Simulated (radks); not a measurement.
Question: All-electron atom: Co XI in [Ne] 3s2 3p5 (the NIST ground configuration). Calculated with a radial shooting solver on a logarithmic mesh with Libxc functionals: non-relativistic Kohn-Sham, PBE, spin-polarised, spherical densities, point nucleus; open shells are filled with parallel spins first. Some entries of the table are withheld. Estimate them.

orbital,occ.,eigenvalue (Ry),<r> (bohr),<1/r> (bohr^-1)
1s up,1,-571.9097,0.05692,26.51
1s down,1,-571.8596,0.05692,26.51
2s up,1,-84.52649,0.2577,5.727
2s down,1,-84.48874,0.2577,5.727
2p up,3,-76.02020,0.2253,5.677
2p down,3,-75.96336,0.2253,5.676
3s up,1,-24.16508,0.7016,2.032
3s down,1,-23.98302,0.7028,2.028
3p up,3,-21.49521,0.7016,1.955
3p down,2,-21.31556,0.7030,1.952
3d up,0,-17.21911,0.6712,1.796
3d down,0,-17.06143,0.6720,1.797
4s up,0,-10.65536,1.467,0.9572
4s down,0,-10.59889,1.471,0.9543
4p up,0,(1),1.515,0.9179
4p down,0,(2),1.520,0.9153
4f up,0,-7.13150,1.515,0.7554
4f down,0,-7.07073,1.529,0.7481

Answer: 
(1) 4p up eigenvalue (Ry): -9.70499
(2) 4p down eigenvalue (Ry): -9.65158
